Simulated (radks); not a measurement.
The numbers below are computed, except where a source is named.
Ionisation of neutral scandium, [Ar] 3d1 4s2, to Sc+, [Ar] 3d1 4s1, under several functionals. Non-relativistic Kohn-Sham, spin-polarised, spherical densities, point nucleus; open shells are filled with parallel spins first; a radial shooting solver on a logarithmic mesh with Libxc functionals.

| functional | E(Sc) (hartree) | Exc (hartree) | IE (eV) | -e(HOMO) (eV) | <r> HOMO (bohr) | IE error (eV) |
|---|---|---|---|---|---|---|
| RPBE | -760.56055 | -38.83792 | 6.405 | 3.618 | 1.817 | -0.157 |
| exchange-only PBE | -759.56617 | -37.81212 | 5.716 | 2.904 | 1.859 | -0.846 |
| BLYP | -760.64141 | -38.91889 | 6.472 | 3.495 | 1.817 | -0.090 |
| AM05 | -758.82330 | -37.05715 | 6.313 | 3.680 | 1.809 | -0.248 |
| revTPSS | -760.37459 | -38.63767 | 6.341 | 3.515 | 1.837 | -0.221 |
| B86b exchange with PBE correlation | -760.61339 | -38.89203 | 6.426 | 3.670 | 1.817 | -0.135 |
| OLYP | -760.70519 | -39.01597 | 6.305 | 3.585 | 1.781 | -0.256 |
| exchange-only r2SCAN | -759.71992 | -37.98188 | 5.261 | 2.664 | 1.845 | -1.300 |
| BP86 | -760.70586 | -38.98429 | 6.558 | 3.775 | 1.819 | -0.003 |
| exchange-only LDA | -757.00831 | -35.19498 | 5.392 | 2.807 | 1.861 | -1.170 |

NIST Atomic Spectra Database: 6.561 eV (measured). Closest: BP86. The Delta-SCF values span 1.30 eV, the total energies 3.70 hartree. The highest occupied level is 3d. Open shells are spherical and high-spin; term and fine-structure splittings are not resolved.
